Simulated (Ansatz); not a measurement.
# Redistribution: C5H12 + CH2ClI → C4H9I + C2H5Cl

Species: C5H12 (neopentane) `CC(C)(C)C`, singlet; CH2ClI (chloroiodomethane) `ClCI`, singlet; C4H9I `CC(C)(C)I`, singlet; C2H5Cl (chloroethane) `CCCl`, singlet. The partners trade CH3 for I; both sit on C, so the bond types are kept.

Shapes, held fixed at every level: PBE0-D4/def2-TZVP. Programs: Ansatz 0.2.0. Electronic energies: no zero-point or thermal term.

Task: Estimate ΔE of this reaction.

Result: The highest level, CCSD(T)/def2-TZVPP, gives ΔE = -30.9 kJ/mol; the levels span -34.0 to -28.8. The column of differences is taken from that level and isn't an error. No measured value is set beside it here. For atoms past krypton def2 sets carry core potentials with scalar relativity. Outer-core shells of I are correlated in most correlated rows, in sets that cover them unevenly.

```tsv
level	kind	ΔE (kJ/mol)	less CCSD(T)/def2-TZVPP
B3LYP-D4/def2-TZVPP	global hybrid	-30.7	+0.2
PBE0-D4/def2-TZVPP	global hybrid	-30.3	+0.6
r2SCAN0-D4/def2-TZVPP	global hybrid	-31.7	-0.8
wB97M-V/def2-TZVPP	range-separated hybrid	-28.8	+2.1
MP2/def2-TZVPP	perturbation theory	-34.0	-3.1
CCSD/def2-TZVPP	coupled cluster or CI	-30.0	+0.9
CCSD(T)/def2-TZVPP	coupled cluster or CI	-30.9	0.0
```
